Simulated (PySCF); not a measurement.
Molecule: `C[SiH](Cl)Cl`, CH$_{4}$Cl$_{2}$Si.

Atoms are numbered as in `[CH3:1][SiH:2]([Cl:3])[Cl:4]`. Each H is labelled by its parent atom.

Geometry PBE0-D3(BJ)/def2-SVP throughout; GIAO in PySCF, gas phase, one conformer, non-relativistic; equivalent atoms averaged; functional PBE0.

Q: How do the shifts δ (against TMS, HCl at the same level) depend on the basis set? (ppm; last column core-seconds on shared hosts with different chips, so compare them loosely)

A: 
```csv
basis set,functions,C1,Si2,Cl3/Cl4,H(Si2),H(C1),core-s
STO-3G,36,1.8,21.6,-130.4,3.80,0.85,1.9
6-31G,56,6.8,67.6,8.0,5.53,0.70,3.8
pcSseg-0,56,7.6,63.0,13.1,6.50,0.76,2.4
6-31G*,76,6.5,45.3,27.3,5.77,0.49,4.8
def2-SVP,88,6.9,30.6,54.4,5.87,0.60,4.9
cc-pVDZ,88,7.4,29.7,50.1,5.83,0.67,4.2
pcSseg-1,109,7.5,31.2,66.8,5.76,0.71,9.3
aug-cc-pVDZ,140,7.1,18.0,67.8,6.12,0.83,7.6
"6-311+G(2d,p)",156,7.9,25.6,85.6,6.18,0.71,11
def2-TZVP,166,7.4,22.2,69.0,6.15,0.68,13
cc-pVTZ,188,7.5,23.7,68.9,5.98,0.72,12
IGLO-III,207,8.0,19.4,75.7,6.00,0.70,12
pcSseg-2,221,7.3,23.2,72.2,5.86,0.67,16
```

Q: Which nucleus moves most, in ppm?

A: Cl3/Cl4 (chlorine bonded to Si): from -130.4 ppm with STO-3G to 85.6 ppm with 6-311+G(2d,p). The smallest spread is 0.36 ppm, at H(C1). Proton shifts span only some 12 ppm, so a few tenths of a ppm matter as much there as several ppm in carbon.

Q: Taking the largest basis, pcSseg-2 (221 functions), as the yardstick, rank the others by their worst heavy-atom deviation.

A: def2-TZVP 3.2 ppm (166 functions), cc-pVTZ 3.3 ppm (188 functions), IGLO-III 3.8 ppm (207 functions), aug-cc-pVDZ 5.2 ppm (140 functions), pcSseg-1 8.1 ppm (109 functions), 6-311+G(2d,p) 13.4 ppm (156 functions), def2-SVP 17.8 ppm (88 functions), cc-pVDZ 22.1 ppm (88 functions), 6-31G* 45.0 ppm (76 functions), pcSseg-0 59.1 ppm (56 functions), 6-31G 64.3 ppm (56 functions), STO-3G 202.7 ppm (36 functions).

A small basis that lands close on one nucleus may do so by chance; judge by the trend and by all nuclei.
